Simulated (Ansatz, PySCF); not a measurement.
Al(Me)(vinyl)(OH) (C3H7AlO), SMILES C=[CH][Al]([CH3])[OH]. Atoms are numbered in the order given.

```xyz
12

Al    -0.3438     0.1850     0.3195
C     -2.2272     0.2297     0.8017
H     -2.5807    -0.7628     1.1292
H     -2.8543     0.5156    -0.0598
H     -2.4246     0.9445     1.6153
C      0.3984    -0.9647    -1.0737
C      1.7035    -0.9792    -1.3878
H     -0.2432    -1.6465    -1.6518
H      2.1244    -1.6243    -2.1703
H      2.4337    -0.3395    -0.8747
O      0.7043     1.2245     1.1820
H      1.6497     1.3159     1.0599
```
Charge 0, spin multiplicity 1.

Coordinates come from a PBE0-D3(BJ)/def2-SVP optimisation. The structure was generated by enumeration; whether it is a known compound was not checked. Other conformers were not sampled.

Two levels are set side by side: PBE-D3(BJ)/def2-SVP (Ansatz, an electronic-structure program) and PBE0-D3(BJ)/def2-SVP (Ansatz). Each level has its own optimised geometry; the coordinates shown are those of the second. Frequencies come from the Hessian of PySCF at each geometry. Differences are taken from unrounded values.

| quantity | PBE0-D3(BJ) | PBE-D3(BJ) | PBE-D3(BJ) minus PBE0-D3(BJ) |
|---|---|---|---|
| mean bond length (Å) | 1.319 | 1.329 | 0.010 |
| bond Al1–C2 (Å) | 1.945 | 1.955 | 0.010 |
| bond Al1–C6 (Å) | 1.953 | 1.963 | 0.011 |
| bond Al1–O11 (Å) | 1.710 | 1.727 | 0.018 |
| bond C6–C7 (Å) | 1.342 | 1.353 | 0.010 |
| bond C2–H3 (Å) | 1.103 | 1.111 | 0.008 |
| bond C2–H4 (Å) | 1.103 | 1.111 | 0.008 |
| bond C2–H5 (Å) | 1.101 | 1.109 | 0.008 |
| bond C6–H8 (Å) | 1.100 | 1.109 | 0.008 |
| bond C7–H9 (Å) | 1.098 | 1.106 | 0.008 |
| bond C7–H10 (Å) | 1.098 | 1.107 | 0.009 |
| bond O11–H12 (Å) | 0.958 | 0.970 | 0.012 |
| highest harmonic wavenumber (cm⁻¹) | 3991 | 3812 | -179 |
| mean harmonic wavenumber (cm⁻¹) | 1333 | 1290 | -42 |
| zero-point energy (kcal/mol) | 57.15 | 55.34 | -1.81 |

Exact exchange shortens and stiffens bonds; PBE has none. Differences between two approximate levels are no errors against the true value.
